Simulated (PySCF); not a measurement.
## Ionisation energy of Br²⁺ by level of theory

Br²⁺ [Ar] 3d10 4s2 4p3 (4S) → Br³⁺ [Ar] 3d10 4s2 4p2 (3P), as a difference of total energies. Calculation: PySCF 2.14, in aug-cc-pV5Z-PP with ECP10MDF; scalar relativity through the core potential. Correlated levels: valence: 3s2 3p6 3d10 frozen. The calculations carry no spin-orbit coupling.

```csv
method,ionisation energy (eV),difference from reference (eV)
UHF,34.632,-0.239
LDA,35.183,+0.312
PBE,35.014,+0.143
PBE0,35.148,+0.277
r2SCAN,35.395,+0.524
BHandHLYP,35.009,+0.138
M06-2X,34.935,+0.064
B97-3,34.950,+0.079
MP2 (valence),35.227,+0.356
SCS-MP2 (valence),35.066,+0.195
```

Reference: 34.871 ± 0.019 eV (measured; NIST Atomic Spectra Database, ionization energies).

The reference lies between the lowest fine-structure levels, while these numbers refer to the centres of the terms.
